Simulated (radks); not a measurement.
Isoelectronic series with 5 electrons, all held in the configuration [He] 2s2 2p1, which need not be the ground one along the series. All-electron calculation, scalar-relativistic Kohn-Sham, r2SCAN, spin-polarised, spherical densities, finite nucleus; open shells are filled with parallel spins first (spin-orbit coupling, left out, can overturn this in heavy ions); meta-GGA in the generalised Kohn-Sham scheme; Fermi nuclear charge, rms radius of each element as measured or else 0.836 A^(1/3) + 0.57 fm. Program: a radial shooting solver on a logarithmic mesh with Libxc functionals. Total energies (hartree) and orbital eigenvalues (eV) (* marks an orbital that is empty in some or all of the ions):

ion    E (hartree)   2p down*      2p up    2s down
B        -24.62923    -2.5794    -4.0290    -8.8406
Al8+    -204.24204  -299.5390  -308.0103  -332.1387
Sc16+   -562.26993  -1035.518  -1051.092  -1098.016
Cu24+  -1102.55074  -2213.706  -2236.407  -2316.259
Rb32+  -1831.10652  -3841.112  -3870.964  -4004.376
Rh40+  -2756.44421  -5927.479  -5964.511  -6187.610
I48+   -3890.06745  -8485.303  -8529.548  -8900.579
Pm56+   -5247.2450  -11529.96  -11581.45  -12189.79
Tm64+   -6848.1167  -15079.86  -15138.64  -16117.41
